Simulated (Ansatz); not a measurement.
Sn2Se⁺. Total charge 1; doublet. Geometry r2SCAN-D4/def2-TZVP; atoms count from 1.

```xyz
3

Sn    0.453    0.087    2.270
Sn   -1.074   -0.144   -2.047
Se    0.621    0.058   -0.223
```

In the def2 sets Sn takes a core potential; there is no spin–orbit coupling. Another isomer (doublet) lies 0.68 eV lower at PBE0-D4/def2-TZVP; other spin states weren't run for this one.

Question: Estimate the Mulliken populations from the PBE0/def2-TZVP orbitals of Ansatz.

Answer: 
| atom | charge (e) | spin (α − β) |
| --- | --- | --- |
| Sn1 | 0.65 | 0.58 |
| Sn2 | 0.65 | 0.58 |
| Se3 | -0.31 | -0.16 |
Mulliken values and Mayer orders depend strongly on the basis.

Question: Where does the spin sit?

Answer: Summed by element: Sn 1.16, Se -0.16, of 1 unpaired in all. Largest on single atoms: Sn1 0.58, Sn2 0.58, Se3 -0.16.

Question: And the Mayer bond orders between bonded heavy atoms (over 0.3)?

Answer: Sn1–Se3 1.25 (2.50 Å); Sn2–Se3 1.25 (2.50 Å). Values over 0.3 also appear between atoms too far apart for a bond (Sn1–Sn2 0.42 at 4.58 Å); they arise where an orbital or an unpaired electron spreads over both atoms.
